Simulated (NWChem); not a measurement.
# MoSOCl₂; SMILES [O]=[Mo](=[S])([Cl])[Cl]

Program: NWChem. Geometry: optimised at PBE0/def2-SVP. def2 effective core potentials on Mo; no spin-orbit coupling. Total energies of different functionals are on different scales.

```csv
level,energy (Ha),highest occupied level (eV),orbital gap (eV),dipole (D),relative time
B3LYP/def2-SVP,-1461.7964,-8.10,4.04,0.87,1
PBE/def2-SVP,-1461.1724,-7.11,2.59,0.82,1
LC-BLYP (range parameter 0.33 per bohr)/def2-SVP,-1460.7635,-10.49,8.55,0.74,5
CAM-B3LYP/def2-SVP,-1461.6769,-9.64,6.74,0.81,4
B3PW91/def2-SVP,-1461.6427,-8.25,4.06,0.82,1
Hartree-Fock/def2-SVP,-1458.5242,-11.41,10.55,1.06,1
PW6B95/def2-SVP,-1462.8506,-8.49,4.59,0.84,1
```

The last column is a rough cost ratio, cheapest run = 1.
